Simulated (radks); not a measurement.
Question: The terbium ion Tb20+, 45 electrons, occupied as [Kr] 4d9. Calculated with a radial shooting solver on a logarithmic mesh with Libxc functionals: scalar-relativistic Kohn-Sham, Slater X-alpha with alpha = 0.667, spin-polarised, spherical densities, point nucleus; open shells are filled with parallel spins first (spin-orbit coupling, left out, can overturn this in heavy ions). Some entries of the table are withheld. Estimate them.

orbital,occ.,eigenvalue (Ry),r(max) (bohr)
1s up,1,-3847.413,0.01365
1s down,1,-3847.411,0.01365
2s up,1,-670.7680,0.07757
2s down,1,-670.7155,0.07756
2p up,3,-600.6103,0.06282
2p down,3,-600.5670,0.06282
3s up,1,-179.5456,0.2199
3s down,1,-179.5097,0.2199
3p up,3,-157.9087,0.2158
3p down,3,-157.8707,0.2158
3d up,5,-129.7158,(1)
3d down,5,-129.6673,(2)
4s up,1,-64.48981,(3)
4s down,1,-64.36067,(4)
4p up,3,-56.98193,(5)
4p down,3,-56.85444,(6)
4d up,5,-46.72011,0.5196
4d down,4,-46.59437,0.5196

Answer: 
(1) 3d up r(max) (bohr): 0.1763
(2) 3d down r(max) (bohr): 0.1763
(3) 4s up r(max) (bohr): 0.4944
(4) 4s down r(max) (bohr): 0.4944
(5) 4p up r(max) (bohr): 0.5121
(6) 4p down r(max) (bohr): 0.5120
